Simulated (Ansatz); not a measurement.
Calculated with Ansatz (gas phase, PBE0-D4/def2-TZVP geometries, no zero-point term in ΔE). CCSD(T)/CBS adds triple-zeta CCSD(T) − MP2 to the extrapolated MP2 energy (def2 sets, frozen cores). DFT in def2-TZVPP. HSE06 is defined as in plane-wave codes. One conformer a species, not always the lowest.

Reaction (ligand exchange at the Si–O bond): `O[Si](O)(F)O[SiH3]` + `CN[SiH3]` → `CN([SiH3])[SiH3]` + `O[Si](O)(O)F`

```json
{"level": "HSE06-D4", "ΔE (kJ/mol)": "46.6"}
{"level": "HSE06", "ΔE (kJ/mol)": "48.8"}
```

(1) What does CCSD(T)/CBS give? (Estimate.)

Largest T1 diagnostic among the species: 0.011.

## Answers

(1) Ansatz gave: +49.8 kJ/mol. The listed levels differ from it by -3.2, -1.0 kJ/mol.

In def2-TZVPP, CCSD(T) changes the Hartree–Fock value by −22.4 kJ/mol (the triples alone add −3.6 kJ/mol) and MP2 by −24.4 kJ/mol. Leaving LDA and LC-ωPBE aside and taking each functional with its dispersion term where it has one, the values, not all of them listed here, spread over 18.6 kJ/mol, from revPBE-D4 to BHLYP-D4. LDA lies −6.4 kJ/mol from PBE without D4.
